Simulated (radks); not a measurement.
Results of a calculation; reference values are marked as such.
The tungsten ion W4+, configuration [Xe] 4f14 5d2. Level of theory: scalar-relativistic Kohn-Sham, LDA (Slater exchange, Perdew-Wang correlation), spin-polarised, spherical densities, point nucleus; open shells are filled with parallel spins first (spin-orbit coupling, left out, can overturn this in heavy ions) (a radial shooting solver on a logarithmic mesh with Libxc functionals).

Normalised radial functions P(r) = r R(r), r in bohr:

```
   r/bohr * 5p up, o 4f up, + 4f down (the largest magnitude, 1.31, reaches the edge; | marks zero, & curves that meet)
 0.003256                             &
 0.003761                             &
 0.004343                             &
 0.005016                             &*
 0.005793                             &*
  0.00669                             &*
 0.007726                             &*
 0.008852                             &*
  0.01022                             & *
  0.01181                             & *
  0.01363                             & *
  0.01575                             &  *
  0.01819                             &  *
    0.021                             &   *
  0.02406                             &   *
  0.02779                             &    *
  0.03209                             &    *
  0.03706                             &    *
   0.0428                             &    *
  0.04943                             &    *
  0.05709                             |&  *
  0.06541                             |& *
  0.07554                             |*&
  0.08724                           * | &
   0.1007                         *   |   &
   0.1164                       *     |    &
   0.1344                      *      |      &
   0.1552                     *       |        o+
   0.1778                       *     |           &
   0.2053                          *  |              &
   0.2371                             |*                 &
   0.2739                             |     *               &
   0.3163                             |        *              &
   0.3653                             |          *              &
   0.4218                             |          *               &
   0.4833                             |      *                   &
   0.5582                             |*                       &
   0.6446                       *     |                      &
   0.7444                *            |                   &
   0.8597           *                 |               &
   0.9929        *                    |            &
    1.147       *                     |         &
    1.314         *                   |      &
    1.517             *               |    &
    1.752                 *           |  &
    2.024                     *       | &
    2.337                        *    |&
    2.699                           * &
    3.117                            *&
    3.571                             &
    4.124                             &
    4.763                             &
    5.501                             &
```

5p up: eigenvalue -86.495 eV, 3 radial nodes at r = 0.0790, 0.230, 0.571 bohr, <r> = 1.22 bohr, 90 % of the charge inside 1.78 bohr. 4f up: eigenvalue -77.200 eV, 0 radial nodes, <r> = 0.606 bohr, 90 % of the charge inside 1.00 bohr. 4f down: eigenvalue -76.933 eV, 0 radial nodes, <r> = 0.603 bohr, 90 % of the charge inside 0.998 bohr.
